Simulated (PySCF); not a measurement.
Species: `C[Si@@H](CC[SiH2]OC)Cl`. The columns A, B, C and D hold Mulliken, IAO, Hirshfeld and ESP-fitted charges (e) of one PBE0/pcSseg-1 density (PySCF), in a shuffled order. Coordinates in Å (GFN2-xTB); the density's dipole moment is (0.92, -1.44, -1.52) D.

```json
{"atom": "C1", "x": "4.375", "y": "0.473", "z": "0.470", "A": "-0.196", "B": "-0.003", "C": "-0.033", "D": "-0.181"}
{"atom": "O2", "x": "2.994", "y": "0.435", "z": "0.653", "A": "-0.638", "B": "-0.635", "C": "-0.228", "D": "-0.381"}
{"atom": "Si3", "x": "1.860", "y": "0.094", "z": "-0.454", "A": "+1.015", "B": "+0.842", "C": "+0.394", "D": "+0.714"}
{"atom": "C4", "x": "0.242", "y": "0.220", "z": "0.516", "A": "-0.544", "B": "-0.533", "C": "-0.162", "D": "-0.409"}
{"atom": "C5", "x": "-0.959", "y": "-0.080", "z": "-0.381", "A": "-0.542", "B": "-0.570", "C": "-0.161", "D": "+0.022"}
{"atom": "Si6", "x": "-2.622", "y": "-0.005", "z": "0.544", "A": "+0.949", "B": "+0.831", "C": "+0.379", "D": "+0.541"}
{"atom": "C7", "x": "-4.073", "y": "-0.294", "z": "-0.647", "A": "-0.728", "B": "-0.625", "C": "-0.216", "D": "-0.691"}
{"atom": "Cl8", "x": "-2.827", "y": "1.833", "z": "1.377", "A": "-0.325", "B": "-0.335", "C": "-0.127", "D": "-0.231"}
{"atom": "H9", "x": "4.743", "y": "-0.482", "z": "0.086", "A": "+0.127", "B": "+0.095", "C": "+0.040", "D": "+0.101"}
{"atom": "H10", "x": "4.840", "y": "0.677", "z": "1.434", "A": "+0.154", "B": "+0.118", "C": "+0.050", "D": "+0.121"}
{"atom": "H11", "x": "4.650", "y": "1.259", "z": "-0.237", "A": "+0.129", "B": "+0.097", "C": "+0.041", "D": "+0.103"}
{"atom": "H12", "x": "1.904", "y": "1.042", "z": "-1.577", "A": "-0.166", "B": "-0.128", "C": "-0.090", "D": "-0.162"}
{"atom": "H13", "x": "2.052", "y": "-1.255", "z": "-1.008", "A": "-0.168", "B": "-0.131", "C": "-0.092", "D": "-0.168"}
{"atom": "H14", "x": "0.248", "y": "-0.476", "z": "1.355", "A": "+0.147", "B": "+0.152", "C": "+0.041", "D": "+0.090"}
{"atom": "H15", "x": "0.130", "y": "1.216", "z": "0.945", "A": "+0.153", "B": "+0.158", "C": "+0.034", "D": "+0.091"}
{"atom": "H16", "x": "-0.832", "y": "-1.068", "z": "-0.825", "A": "+0.144", "B": "+0.148", "C": "+0.039", "D": "+0.014"}
{"atom": "H17", "x": "-0.959", "y": "0.625", "z": "-1.215", "A": "+0.144", "B": "+0.153", "C": "+0.038", "D": "+0.011"}
{"atom": "H18", "x": "-2.649", "y": "-0.979", "z": "1.640", "A": "-0.136", "B": "-0.066", "C": "-0.080", "D": "-0.112"}
{"atom": "H19", "x": "-3.977", "y": "-1.246", "z": "-1.160", "A": "+0.159", "B": "+0.138", "C": "+0.045", "D": "+0.171"}
{"atom": "H20", "x": "-5.020", "y": "-0.302", "z": "-0.115", "A": "+0.162", "B": "+0.147", "C": "+0.044", "D": "+0.188"}
{"atom": "H21", "x": "-4.129", "y": "0.484", "z": "-1.403", "A": "+0.161", "B": "+0.146", "C": "+0.044", "D": "+0.168"}
```

**Question.** Which column most likely holds the ESP-fitted charges?

**Answer.** D. Σ q r misses the density's dipole by 0.09 D (D), 1.15 D (A), 1.20 D (C), 1.64 D (B). Charges fitted to the outside potential are the only set here that is tied to the molecule's multipoles.

**Question.** And the Hirshfeld charges?

**Answer.** C. The mean sizes are 0.113 e (C), 0.222 e (D), 0.288 e (B), 0.328 e (A), and Hirshfeld charges are commonly the smallest of these schemes.

As computed, A = IAO, B = Mulliken, C = Hirshfeld, D = ESP-fitted. Hydrogens on carbon: IAO +0.13 to +0.16, Mulliken +0.09 to +0.16, Hirshfeld +0.03 to +0.05, ESP-fitted +0.01 to +0.19 e.

The IAO scheme projects the occupied orbitals on a minimal set of polarised atomic orbitals and counts the electrons in each atom's part of it. The Hirshfeld scheme divides the density at each point in proportion to the densities of the neutral, spherically averaged free atoms.

Isolated species at its GFN2-xTB geometry (one conformer only).

The run behind these numbers computed NMR shieldings as well. Time: 75 s; peak memory 1.0 GiB. Hardware: one thread of an Arm Neoverse N1 (shared host).

Conformer computed: `[CH3:1][O:2][SiH2:3][CH2:4][CH2:5][Si@H:6]([CH3:7])[Cl:8]`: C1–O2–Si3–C4 179°, O2–Si3–C4–C5 180°, Si3–C4–C5–Si6 179°, C4–C5–Si6–C7 177°.
